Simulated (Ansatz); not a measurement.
C2H5FGe (`C[CH2][Ge][F]`) at its PBE0-D4/def2-TZVP geometry, where that method's forces vanish. Total charge 0; spin multiplicity 1.

```xyz
9

C    -0.5450   -0.4393   -0.6339
C     0.4968   -0.3427    0.4708
Ge    0.6261    1.3751    1.4688
F    -0.0185    2.4079    0.1875
H    -0.4427    0.3819   -1.3448
H    -0.4620   -1.3792   -1.1867
H    -1.5593   -0.3884   -0.2302
H     1.5127   -0.4677    0.0598
H     0.3918   -1.1475    1.2087
```

(1) What forces (eV/Å) does B3LYP-D4/def2-TZVPP give on these atoms in the Gaussian-basis code of Ansatz? (Best estimate.)

Answers

(1) Ansatz gave: 
```
C1  -0.154 -0.024 -0.179
C2   0.160 -0.206  0.052
Ge3  0.136  0.008  0.358
F4  -0.119  0.203 -0.233
H5  -0.011 -0.053  0.030
H6  -0.014  0.045  0.017
H7   0.042 -0.003 -0.023
H8  -0.043 -0.002  0.016
H9   0.003  0.033 -0.039
```

B3LYP here is the variant with VWN-RPA as its local correlation; programs differ in this.
